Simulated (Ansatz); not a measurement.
System: C$_{2}$H$_{10}$O$_{2}$Si$_{2}$ (charge 0, singlet). 
Structure (B3LYP-D3(BJ)/def2-TZVP (Ansatz, a first-principles code) minimum search):
SMILES: C[Si](C)(O)[SiH2]O
```xyz
16

C     -0.8720     1.8916    -1.1286
Si    -0.6303     0.2479    -0.2599
C     -2.1352    -0.1194     0.7973
O     -0.3819    -0.9843    -1.3704
Si     1.4099     0.0620     0.9036
O      2.0191    -1.4350     0.5191
H     -0.0306     2.1188    -1.7854
H     -1.7854     1.8942    -1.7301
H     -0.9564     2.7022    -0.4000
H     -2.0387    -1.0820     1.3026
H     -3.0485    -0.1406     0.1958
H     -2.2634     0.6494     1.5635
H     -1.0798    -1.1994    -1.9947
H      2.3640     1.1361     0.5145
H      1.2591     0.1357     2.3785
H      1.6121    -1.8322    -0.2589
```

Total electronic energies in hartree. Valence correlation only, unless marked. No spin-orbit coupling. Non-relativistic unless marked X2C. CBS marks a two-point X^-3 extrapolation of the correlation energy; Hartree-Fock from the larger set. [CCSD(T)-MP2]/basis is that difference in the basis named.

| level | program | energy (Eh) |
|---|---|---|
| HF/cc-pV(D+d)Z | Ansatz | -809.27630 |
| HF/aug-cc-pV(Q+d)Z | Ansatz | -809.41729 |
| revPBE-D4/def2-TZVPD | Ansatz + dftd4 | -811.73263 |
| r2SCAN/def2-TZVPD | Ansatz | ___ |
| B3LYP/def2-TZVPD | Ansatz | ___ |
| PBE0/def2-TZVP | Ansatz | -811.38797 |
| PBE0/def2-QZVPP | Ansatz | -811.42716 |
| BHLYP-D3(BJ)/def2-TZVPD | Ansatz + dftd3 | -811.79228 |
| BHLYP/def2-TZVPD | Ansatz | -811.77216 |
| CAM-B3LYP/def2-TZVPD | Ansatz | -811.81543 |
| LC-wPBE/def2-TZVPD | Ansatz | ___ |
| MP2/6-31G | Ansatz | -809.55586 |
| MP2/cc-pwCVTZ | Ansatz | -810.49860 |
| MP2/CBS(cc-pV(T+d)Z,cc-pV(Q+d)Z) | Ansatz | -810.6433 |
| RI-MP2/cc-pV(T+d)Z | Ansatz | -810.47859 |
| SCS-MP2/cc-pVTZ | Ansatz | -810.47270 |
| SCS-MP2/cc-pV(Q+d)Z | Ansatz | -810.59457 |
| CCSD/cc-pV(Q+d)Z | Ansatz | -810.63002 |
| X2C-CCSD(T)/cc-pVTZ-DK | Ansatz | -811.90538 |
| CCSD(T) with core electrons (1s frozen past Ne)/cc-pwCVTZ | Ansatz | -811.31795 |
| RI-MP2/CBS(aug-cc-pV(T+d)Z,aug-cc-pV(Q+d)Z)+[CCSD(T)-MP2]/aug-cc-pV(D+d)Z | Ansatz | -810.7441 |
| RI-MP2/CBS(cc-pV(T+d)Z,cc-pV(Q+d)Z)+[CCSD(T)-MP2]/cc-pV(Q+d)Z | Ansatz | -810.7358 |
| CCSD(T)/CBS(cc-pV(T+d)Z,cc-pV(Q+d)Z) | Ansatz | -810.7315 |

Question: Some entries are withheld; supply them.

Answer: 
- r2SCAN/def2-TZVPD, energy (Eh): -811.72063
- B3LYP/def2-TZVPD, energy (Eh): -811.94762
- LC-wPBE/def2-TZVPD, energy (Eh): -811.58597
